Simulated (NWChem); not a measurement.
C2H5ClF2Si; SMILES C[Si@@H](Cl)C(F)F

```xyz
11

C     -2.0126     1.0436     0.0856
Si    -0.3765     0.4596    -0.5833
Cl     1.1746     1.4660     0.3398
C     -0.1706    -1.4113    -0.1995
F      1.0594    -1.8503    -0.5619
F     -0.3236    -1.6205     1.1363
H     -2.1268     2.1298    -0.0465
H     -2.0818     0.8128     1.1594
H     -2.8465     0.5436    -0.4327
H     -0.2451     0.6431    -2.0553
H     -0.9192    -2.0412    -0.7215
```
Atoms are numbered in this order, from 1.

Program: NWChem. Medium grid unless said otherwise, to which SCAN and Minnesota functionals are sensitive. Geometry: optimised at PBE0/def2-SVP. Total energies of different functionals are on different scales.

```json
[
 {"level": "PBE/def2-SVP", "energy (Ha)": "-1027.5629", "highest occupied level (eV)": "-6.70", "orbital gap (eV)": "6.36", "dipole (D)": "2.84"},
 {"level": "B3LYP/def2-SVP", "energy (Ha)": "-1028.2321", "highest occupied level (eV)": "-8.04", "orbital gap (eV)": "8.46", "dipole (D)": "3.03"},
 {"level": "TPSSh/def2-SVP", "energy (Ha)": "-1028.2363", "highest occupied level (eV)": "-7.54", "orbital gap (eV)": "7.72", "dipole (D)": "3.09"},
 {"level": "M06-2X/def2-SVP", "energy (Ha)": "-1028.0633", "highest occupied level (eV)": "-9.72", "orbital gap (eV)": "11.13", "dipole (D)": "3.29"},
 {"level": "BLYP/def2-SVP", "energy (Ha)": "-1028.1192", "highest occupied level (eV)": "-6.57", "orbital gap (eV)": "6.46", "dipole (D)": "2.76"},
 {"level": "LDA (Slater exchange, VWN5)/def2-SVP", "energy (Ha)": "-1023.5583", "highest occupied level (eV)": "-6.80", "orbital gap (eV)": "6.20", "dipole (D)": "2.91"}
]
```
